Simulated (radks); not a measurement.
Values are calculated unless marked as measured or tabulated.
Valence configurations of neutral potassium (all share [Ar]). Level of theory: scalar-relativistic Kohn-Sham, PBE, spin-polarised, spherical densities, point nucleus; open shells are filled with parallel spins first (a radial shooting solver on a logarithmic mesh with Libxc functionals). Energies are relative to 4s1; eigenvalues in eV for spin up.

valence,E (eV),moment (Bohr magnetons),e(3d),e(4p),e(4s)
4s1,0.000,1,-,-,-2.543
4s0.5 4p0.5,0.791,1,-,-1.269,-2.853
3d0.5 4s0.5,1.268,1,-0.419,-,-2.983
4p1,1.578,1,-,-1.546,-
3d1,2.529,1,-0.697,-,-

NIST lists [Ar] 4s1 as the ground configuration; this level of theory agrees among the configurations tried. The energies are those of spherical high-spin densities, not of single terms.
